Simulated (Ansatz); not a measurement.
All values below come from frozen-core CCSD(T)/cc-pVTZ // PBE0-D3(BJ)/def2-TZVP in Ansatz (a program for electronic structure). The restricted HF reference is unstable towards unrestricted orbitals.

Ansatz 0.2 input:
```yaml
crystal:
  periodic: [false, false, false]
  atoms:
    - { symbol: C, position_ang: [0.059223, -1.191866, -0.103727] }
    - { symbol: Si, position_ang: [1.483811, -0.001321, -0.407441] }
    - { symbol: Si, position_ang: [0.384551, 1.771849, 0.025119] }
    - { symbol: Si, position_ang: [-1.220636, 0.149886, 0.346483] }
    - { symbol: H, position_ang: [-0.239762, -1.760192, -0.987714] }
    - { symbol: H, position_ang: [0.229926, -1.885915, 0.722682] }
    - { symbol: H, position_ang: [2.844756, -0.447745, -0.813613] }
    - { symbol: H, position_ang: [0.595909, 3.236053, 0.074269] }
    - { symbol: H, position_ang: [-1.753205, -0.021245, 1.727084] }
    - { symbol: H, position_ang: [-2.384573, 0.150495, -0.58314] }
basis:
  gaussian: { orbitals: cc-pVTZ }
correlation:
  method: ccsd_t
```

Output:

```
Functional definition: HF
1239 factors; integrals over basis functions are off by at most 1.1e-3 eV
mean field evaluation 1: about -24708.6566 eV, gradient 2.7e1 eV
mean field evaluation 2: about -24709.0446 eV, gradient 2.7e1 eV
mean field evaluation 4: about -24711.6502 eV, gradient 3.8e0 eV
mean field evaluation 8: about -24711.7183 eV, gradient 1.9e-1 eV
mean field evaluation 16: about -24711.7185 eV, gradient 2.6e-6 eV
mean field evaluation 32: about -24681.4520 eV, gradient 4.3e1 eV
mean field -24711.71849577 eV, -908.1389045153 hartree, gradient 2.6e-6 eV, S^2 0.000000; 1 other end points of the search recorded, 0 dependent functions left out; unrestricted orbitals would lower it
16 core orbitals not correlated
reference -24711.71849577 eV, -908.1389045153 hartree; 11, 11 occupied and 189, 189 virtual orbitals, 1239 factors
second order -14.43107609 eV of doubles, -0.00000000 eV of singles
cycle   1  -15.29186147 eV  change   -8.6e-1 eV  update   1.0e-1
cycle   2  -15.77723434 eV  change   -4.9e-1 eV  update   3.2e-2
cycle   3  -15.85386751 eV  change   -7.7e-2 eV  update   1.4e-2
cycle   4  -15.84830266 eV  change    5.6e-3 eV  update   4.2e-3
cycle   5  -15.84741186 eV  change    8.9e-4 eV  update   1.7e-3
cycle   6  -15.84731176 eV  change    1.0e-4 eV  update   6.3e-4
cycle   7  -15.84734051 eV  change   -2.9e-5 eV  update   2.5e-4
cycle   8  -15.84747744 eV  change   -1.4e-4 eV  update   1.1e-4
cycle   9  -15.84747961 eV  change   -2.2e-6 eV  update   3.5e-5
cycle  10  -15.84745836 eV  change    2.1e-5 eV  update   1.3e-5
perturbative correction -0.80336573 eV, -0.0295231461 hartree
Total energy: -24728.36931986 eV, -908.7508110141 hartree
```

Cost: about 90 core-seconds (a rough figure).
